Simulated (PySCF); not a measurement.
# CH6OSSi2

The system: CH6OSSi2, a silylene (divalent Si1, bonded to 1 O + 1 S); neutral, singlet. The structure, one conformer, was relaxed in the gas phase by PBE0-D3(BJ)/def2-SVP. No frequency run checks that it is a minimum.

SMILES: CO[Si]S[SiH3]

```xyz
11

Si   -2.454    0.431    0.167
S    -0.948    2.020   -0.029
Si    1.120    1.470    0.174
O    -1.707   -1.035    0.071
C    -0.468   -1.621   -0.209
H     1.663    0.852   -1.073
H     1.863    2.733    0.446
H     1.325    0.527    1.313
H     0.117   -1.752    0.715
H     0.121   -1.014   -0.917
H    -0.632   -2.612   -0.657
```
Atoms count from 1 in this order.

Shieldings: GIAO PBE0/pcSseg-1. Shifts are against computed references at the same level: C TMS (σ 184.4 ppm), H TMS (σ 31.27 ppm), Si TMS (σ 352.0 ppm). Core levels by delta-SCF with SCAN, pcX-2 on the ionised atom and pcseg-1 elsewhere, spin-free X2C (2p3/2 is the spin-free 2p value less a third of a first-order spin-orbit splitting); from the vacuum level, for chosen atoms.

Problem. Give the NMR and core-level values of the distinct atoms.

Solution. 
```csv
atoms,bonded to,σ (ppm),δ (ppm),core level (eV)
Si1,1 O + 1 S,172.7,179.3,2p3/2 107.57
S2,2 Si,532.4,-,2p3/2 168.34
Si3,1 S + 3 H,409.9,-57.9,-
O4,1 C + 1 Si,141.3,-,1s 538.42
C5,1 O + 3 H,126.6,57.8,-
H6 H7 H8,1 Si,26.28,4.98,-
H9 H10 H11,1 C,26.98,4.29,-
```

Values are those of this one static structure, with the three H of a rotating XH3 group averaged; atoms that internal rotation interchanges would show their mean in an NMR spectrum.

The 2 runs behind this took 74 s in all, one thread each of Arm Neoverse N1 on a shared host, launched as `OMP_NUM_THREADS=1 python cluster_run.py task.json out`.
